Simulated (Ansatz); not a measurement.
The cluster Li₈⁺. The state is a doublet with charge 1. Geometry PBE/def2-TZVP; atoms count from 1.

Cartesian coordinates in Å:
```
Li 0.074 2.030 1.979
Li -0.018 -0.546 0.631
Li -0.858 1.414 -0.980
Li 0.884 -0.917 -2.045
Li -2.627 0.410 1.284
Li 2.437 -1.987 0.494
Li -2.035 -1.528 -1.211
Li 2.144 1.124 -0.152
```

The structure comes from a short search, and lower isomers may exist.

Question: Estimate the Mulliken populations from the PBE0/def2-TZVP orbitals of Ansatz.

Answer: 
| atom | charge (e) | spin (α − β) |
| --- | --- | --- |
| Li1 | 0.22 | 0.00 |
| Li2 | -0.33 | 0.15 |
| Li3 | 0.16 | 0.27 |
| Li4 | 0.10 | 0.10 |
| Li5 | 0.21 | 0.11 |
| Li6 | 0.30 | 0.27 |
| Li7 | 0.22 | 0.00 |
| Li8 | 0.12 | 0.09 |
Mulliken values depend strongly on the basis.

Question: Where does the spin sit?

Answer: Summed by element: Li 1.00, of 1 unpaired in all. Largest on single atoms: Li3 0.27, Li6 0.27, Li2 0.15.

Question: And the Mayer bond orders between heavy atoms (over 0.3)?

Answer: Li2–Li4 0.34 (2.85 Å); Li2–Li6 0.31 (2.85 Å); Li2–Li8 0.33 (2.84 Å).
